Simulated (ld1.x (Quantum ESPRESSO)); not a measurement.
## u(r) = r·R(r): atom against pseudo-atom (La (Z = 57))

Columns: radius, all-electron u(r) and pseudo u(r) of the 5s shell (level -46.88 eV) of lanthanum in the configuration [Kr] 4d10 4f1 5s2 5p6 5d0 6s2 6p0; PBE, scalar-relativistic, TM scheme, ld1.x (Quantum ESPRESSO) 7.5.

```
r (bohr)  all-electron  pseudo
   0.190        0.3288  0.0491
   0.380       -0.2473  0.1163
   0.570       -0.4881  0.2238
   0.760       -0.0372  0.3925
   0.950        0.4834  0.6169
   1.140        0.8157  0.8326
   1.330        0.9483  0.9485
   1.520        0.9401  0.9401
   1.710        0.8517  0.8517
   1.900        0.7286  0.7286
   2.090        0.5995  0.5995
   2.280        0.4799  0.4799
   2.470        0.3764  0.3764
   2.660        0.2908  0.2908
   2.850        0.2222  0.2222
   3.040        0.1683  0.1683
   3.230        0.1267  0.1267
   3.420        0.0948  0.0948
   3.610        0.0705  0.0705
   3.800        0.0523  0.0523
   3.990        0.0386  0.0386
   4.180        0.0284  0.0284
   4.370        0.0209  0.0209
   4.560        0.0153  0.0153
   4.750        0.0111  0.0111
   4.940        0.0081  0.0081
```

(1) How many radial nodes do the two functions have?

(2) At about which radius was the pseudo-wave matched?

(3) Where does each function peak?

(4) Is the pseudo-wave norm-conserving?

Answers

(1) The all-electron 5s function has n − l − 1 = 4 (the table is too coarse to show those close to the nucleus); the pseudo-wave has 0, since the states of the same l below it are removed with the core.

(2) 1.45 bohr, where the columns begin to agree (steps of 0.19 bohr).

(3) Outermost all-electron maximum near 1.33 bohr, pseudo maximum near 1.33 bohr (to the table’s step).

(4) Yes: the TM scheme keeps the norm inside the radius equal to the all-electron one, which fixes the energy derivative of the logarithmic derivative at the level.
